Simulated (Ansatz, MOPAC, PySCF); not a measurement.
Bond stretch in BH, singlet.

Methods: RKS-LDA (SVWN5)/6-31G* = restricted LDA (SVWN5)/6-31G*, spherical d run with PySCF; RMP2/3-21G = PySCF with restricted MP2 (frozen core)/3-21G; AM1, restricted, heats of formation (MOPAC); FCI = full CI/cc-pVTZ, frozen core run with Ansatz (a program for electronic structure).

Energies relative to the lowest point of each curve near equilibrium, in kcal/mol; the last columns give the difference from FCI:

| R / Å | RKS-LDA (SVWN5)/6-31G* | RMP2/3-21G | AM1 | FCI | RKS-LDA (SVWN5)/6-31G* − FCI | RMP2/3-21G − FCI | AM1 − FCI |
|---|---|---|---|---|---|---|---|
| 0.98 | 27.8 | 25.5 | 26.0 | 22.8 | 5.0 | 2.7 | 3.2 |
| 1.05 | 13.9 | 12.0 | 12.5 | 10.5 | 3.5 | 1.5 | 2.1 |
| 1.12 | 5.7 | 4.3 | 4.1 | 3.6 | 2.1 | 0.7 | 0.5 |
| 1.17 | 2.3 | 1.4 | 0.9 | 1.0 | 1.3 | 0.4 | -0.1 |
| 1.21 | 0.8 | 0.3 | 0.0 | 0.1 | 0.6 | 0.1 | -0.1 |
| 1.24 | 0.2 | 0.0 | 0.1 | 0.0 | 0.2 | 0.0 | 0.1 |
| 1.26 | 0.0 | 0.0 | 0.5 | 0.1 | -0.1 | -0.1 | 0.4 |
| 1.32 | 0.4 | 1.0 | 3.2 | 1.3 | -0.9 | -0.3 | 1.9 |
| 1.37 | 1.6 | 2.7 | 6.8 | 3.1 | -1.6 | -0.4 | 3.7 |
| 1.45 | 4.5 | 6.3 | 14.2 | 7.0 | -2.4 | -0.7 | 7.2 |
| 1.55 | 9.5 | 11.9 | 25.0 | 12.9 | -3.4 | -1.0 | 12.1 |
| 1.66 | 15.9 | 18.8 | 37.5 | 20.1 | -4.2 | -1.3 | 17.4 |
| 1.86 | 28.4 | 32.0 | 59.8 | 33.3 | -4.8 | -1.3 | 26.5 |
| 2.07 | 41.4 | 45.9 | 80.7 | 45.9 | -4.5 | -0.1 | 34.8 |
| 2.22 | 50.2 | 55.3 | 93.8 | 53.8 | -3.6 | 1.5 | 40.0 |
| 2.49 | 64.2 | 70.6 | 113.4 | 65.0 | -0.8 | 5.6 | 48.3 |
| 2.74 | 75.2 | 82.4 | 127.5 | 72.3 | 2.9 | 10.1 | 55.1 |
| 3.05 | 86.3 | 93.4 | 140.6 | 77.9 | 8.4 | 15.5 | 62.7 |
| 3.36 | 94.9 | 100.4 | 150.1 | 80.8 | 14.1 | 19.6 | 69.4 |
| 3.77 | 103.2 | 103.6 | 159.2 | 82.4 | 20.8 | 21.2 | 76.7 |
| 4.41 | 110.9 | 97.3 | 168.4 | 83.2 | 27.7 | 14.2 | 85.2 |
| 5.02 | 114.2 | 83.7 | 174.3 | 83.3 | 30.9 | 0.4 | 91.0 |

RKS-LDA (SVWN5)/6-31G* is furthest from FCI at 5.02 (30.9 kcal/mol, above); its mean absolute difference over the points is 6.5 kcal/mol.

RMP2/3-21G is furthest from FCI at 3.77 (21.2 kcal/mol, above); its mean absolute difference over the points is 4.5 kcal/mol.

AM1 is furthest from FCI at 5.02 (91.0 kcal/mol, above); its mean absolute difference over the points is 29.0 kcal/mol.

The restricted form behind RKS-LDA (SVWN5)/6-31G*, RMP2/3-21G, AM1 keeps the bonding electrons paired and can't separate into open-shell fragments.
